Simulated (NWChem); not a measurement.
# Predicting a hybrid from its neighbours: PbO

PbO has 2 atoms, charge 0, and is taken as a singlet. SMILES: `[O][Pb]`. Geometry: the measured bond length.

The dipole moment y, in D, basis def2-TZVP with a core potential; a is the functional's share of exact exchange. Programs: NWChem 7.3.0.

| functional | program | a | y (D) |
| --- | --- | --- | --- |
| TPSS | NWChem | 0 | 4.34 |
| PBE | NWChem | 0 | 4.24 |
| TPSSh | NWChem | 0.1 | ? |
| B3LYP | NWChem | 0.2 | 4.69 |
| PBE0 | NWChem | 0.25 | 4.77 |
| BHLYP | NWChem | 0.5 | 5.26 |

Q: Fit y = c + s·a to the known rows and predict TPSSh.

A: 
1. Means of the 5 rows: a = 0.1900, y = 4.660.
2. Σ(Δa)² = 0.172, Σ(Δa·Δy) = 0.3335, so the slope is 0.3335/0.172 = 1.939.
3. Intercept: 4.660 − (1.939) × 0.1900 = 4.292. The largest residual of the fit is 0.052.
4. TPSSh: 4.292 + (1.939) × 0.1 = 4.49 D.

The run gave 4.54 D, so the prediction is off by -0.05 D, about the scatter of the fit. More exact exchange makes the molecule more polar here. The rows mix families of semi-local functionals, which the line can't see.
